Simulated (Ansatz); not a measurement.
One change: `[OH][Hf]([F])([Cl])[Br]` becomes `[OH][Hf]([OH])([F])[Cl]`.

Ansatz, PBE0-D4/def2-TZVP geometries, multiplicity 1. Each molecule was computed in one conformer, which needn't be the lowest.

Elements past krypton have def2 core potentials. Scalar relativity is left out up to krypton.

```tsv
property	`[OH][Hf]([F])([Cl])[Br]`
size of the dipole moment (B3LYP/def2-TZVPP) / D	2.81
LUMO energy (PBE/def2-TZVPP) / eV	-2.10
HOMO energy (B3LYP/def2-TZVPP) / eV	-8.55
HOMO–LUMO gap (PBE/def2-TZVPP) / eV	5.42
LUMO energy (PBE0/def2-TZVPP) / eV	-1.30
HOMO energy (PBE0/def2-TZVPP) / eV	-8.83
```

**Question.** What does the change do to each property? (Estimate.)

**Answer.** Computed: 
```csv
property,`[OH][Hf]([OH])([F])[Cl]`,shift
size of the dipole moment (B3LYP/def2-TZVPP) / D,3.64,0.83
LUMO energy (PBE/def2-TZVPP) / eV,-1.02,1.08
HOMO energy (B3LYP/def2-TZVPP) / eV,-8.72,-0.17
HOMO–LUMO gap (PBE/def2-TZVPP) / eV,6.52,1.10
LUMO energy (PBE0/def2-TZVPP) / eV,-0.31,0.99
HOMO energy (PBE0/def2-TZVPP) / eV,-9.01,-0.18
```

With PBE0 the HOMO falls by 0.18 eV and the LUMO rises by 0.99 eV, so the gap widens by about 1.17 eV. PBE moves the HOMO by -0.01 eV and ωB97M-V by -0.27 eV. The zero-point energy changes by 29.8 kJ/mol with +3 modes. Dipoles are sizes alone; their direction can turn.

B3LYP here is the variant with VWN-RPA as its local correlation; programs differ in this.

Spin–orbit coupling is left out; it splits and shifts lone-pair levels of the heavy atoms by tenths of an eV.
